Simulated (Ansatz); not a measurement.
Total energies of AlBH₇NSi.

```xyz
11

B     1.4068   -0.3545   -0.3421
Si    1.4459    0.8677    1.0581
Al   -0.7040    0.3228   -0.4880
N    -1.8811   -0.9752   -0.2701
H     1.3764   -1.5305   -0.1312
H     1.2456    0.0419   -1.4846
H     1.3376    2.3432    0.9095
H     1.4140    0.4861    2.4917
H    -1.1465    1.6328   -1.2577
H    -1.6912   -1.8506    0.1900
H    -2.8035   -0.9838   -0.6756
```

Total charge 0; spin multiplicity 1. The bonds changed during the relaxation, so this is another structure than the one it started from. All single points use the PBE0-D4/def2-TZVP geometry. It is one conformer, not always the lowest. Basis def2-TZVPP, Ansatz.

RPA on PBE orbitals: Hartree–Fock energy of these orbitals -614.04267 Eh, correlation -0.98659 Eh (frozen core).

```json
{"functional": "PBE", "energy without D4 (Eh)": "-615.37478", "D4 term (kJ/mol)": "-21.6"}
{"functional": "revPBE", "energy without D4 (Eh)": "-615.64433", "D4 term (kJ/mol)": "-58.4"}
{"functional": "BLYP", "energy without D4 (Eh)": "-615.73745", "D4 term (kJ/mol)": "-46.3"}
{"functional": "r2SCAN", "energy without D4 (Eh)": "-615.67790", "D4 term (kJ/mol)": "-5.3"}
{"functional": "B97M-V", "energy without D4 (Eh)": "-615.65756", "D4 term (kJ/mol)": "–"}
{"functional": "PBE0", "energy without D4 (Eh)": "-615.43887", "D4 term (kJ/mol)": "-18.5"}
{"functional": "LC-ωPBE", "energy without D4 (Eh)": "-615.54898", "D4 term (kJ/mol)": "–"}
{"functional": "ωB97X-V", "energy without D4 (Eh)": "-615.66850", "D4 term (kJ/mol)": "–"}
{"functional": "ωB97M-V", "energy without D4 (Eh)": "-615.68953", "D4 term (kJ/mol)": "–"}
{"functional": "B2PLYP", "energy without D4 (Eh)": "-615.46442", "D4 term (kJ/mol)": "–"}
```

Problem. Give the same for LDA (SPW92), B3LYP, r2SCANh, r2SCAN0, HSE06 (plane-wave form), BHLYP, CAM-B3LYP, PBE-QIDH. (An estimate is asked.)

Solution. Computed: 
| functional | energy without D4 (Eh) | D4 term (kJ/mol) |
| --- | --- | --- |
| LDA (SPW92) | -612.78323 | – |
| B3LYP | -615.83622 | -35.0 |
| r2SCANh | -615.67021 | -5.7 |
| r2SCAN0 | -615.65961 | -6.3 |
| HSE06 (plane-wave form) | -615.42071 | -17.4 |
| BHLYP | -615.72932 | -29.2 |
| CAM-B3LYP | -615.74164 | -19.0 |
| PBE-QIDH | -615.25101 | – |

B3LYP takes the VWN-RPA correlation (the form of Gaussian; ORCA's B3LYP/G). HSE06 is the plane-wave form, built on full-range PBE exchange. The double hybrids freeze the cores in their second-order part.

LC-ωPBE has ω = 0.4 bohr⁻¹.
